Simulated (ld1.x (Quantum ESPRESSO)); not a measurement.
**gallium (Ga) RRKJ: all-electron and pseudo phase curves**

* Element: gallium (Ga)
* Generator: ld1.x (Quantum ESPRESSO) 7.5
* Type: norm-conserving RRKJ (Kleinman–Bylander form)
* Functional: PBE
* Relativity: scalar-relativistic
* Frozen core: [Ar]
* Valence charge: 13
* Reference configuration: 3d10 4s2 4p1
* Partial waves: 4s (bound): rc 1.55 bohr; 4p (bound): rc 2.00 bohr; 4f channel at 6.24 Ry: rc 1.95 bohr; 3d (bound): rc 0.75 bohr
* Local potential: the d channel
* Core correction: none
* rho0: 0.01

The phase is arctan(r·u′/u) with u = r·R(r), unwrapped; energies in Ry, scanned from -3 to 5 Ry. A pole is an energy at which the radial function vanishes at the test radius. The pseudo phase is shifted by a multiple of π to meet the all-electron one at the reference energy, and phase errors are pseudo minus all-electron; the curves can meet again beyond the range given. Levels narrower than the energy grid can be missing from the lists of poles.

```tsv
channel	radius (bohr)	reference energy (Ry)	poles, all-electron	poles, pseudo	unbroken range about the reference energy with phases within 0.05 rad	phase error 1 Ry above the reference energy (rad)
s	2.19	-0.66	1.70	1.04, 2.48	below 0.8	-0.018
p	2.19	-0.19	3.06	2.80	below 3.9	-0.010
d	2.19	-1.41	-1.31	-1.31	the whole range	+0.000
f	2.19	6.24	none	none	the whole range	+0.000
```

Note: ghost states, extra bound levels that the all-electron valence spectrum of the same l lacks: s at -724.5 eV, p at -357.4 eV. A true bound ghost makes a file unfit for plane-wave use.

Phases in the d channel:

```csv
E (Ry),all-electron,pseudo
-3.00,1.308,1.308
-2.76,1.295,1.295
-2.52,1.278,1.278
-2.28,1.255,1.255
-2.04,1.218,1.218
-1.80,1.142,1.142
-1.56,0.748,0.748
-1.32,-1.550,-1.550
-1.08,-1.756,-1.756
-0.84,-1.823,-1.823
-0.60,-1.866,-1.866
-0.36,-1.903,-1.903
-0.12,-1.942,-1.941
0.12,-1.984,-1.984
0.36,-2.035,-2.034
0.60,-2.098,-2.097
0.84,-2.180,-2.179
1.08,-2.293,-2.290
1.32,-2.454,-2.450
1.56,-2.689,-2.681
1.80,-3.016,-3.005
2.04,-3.402,-3.389
2.28,-3.753,-3.740
2.52,-4.011,-4.001
2.76,-4.189,-4.182
3.00,-4.313,-4.307
3.24,-4.402,-4.396
3.48,-4.468,-4.464
3.72,-4.520,-4.516
3.96,-4.561,-4.558
4.20,-4.595,-4.592
4.44,-4.624,-4.621
4.68,-4.649,-4.646
4.92,-4.672,-4.668
```
